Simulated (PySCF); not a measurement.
## SiF3: PBE0 against B3LYP

Base calculation in PySCF with density fitting and no spin–orbit coupling, PBE0/def2-TZVP (no relativity): doublet, C3v, Si–F 1.581 Å (×3); F–Si–F 107.9° (×3); wavenumbers 289 (×2), 407, 835, 965 (×2) cm⁻¹; dipole moment 1.15 D, polar-tensor charge of Si 1.75 e, atomisation energy (no zero-point energy) 1652 kJ/mol.

Q: What changes on going to B3LYP/def2-TZVP (no relativity)?

A: The point group stays the same. Changes: mean bond to Si +0.007 Å, smallest bond angle +0.1 degrees, highest wavenumber -22 cm⁻¹, lowest wavenumber -8 cm⁻¹, dipole moment +0.06 D, polar-tensor charge of Si -0.01 e, atomisation energy (no zero-point energy) +3 kJ/mol. The new structure has Si–F 1.588 Å (×3); F–Si–F 108.0° (×3), with wavenumbers 281 (×2), 396, 816, 943 (×2) cm⁻¹.

The structures come from searches over a few start shapes, so lower isomers are not excluded.
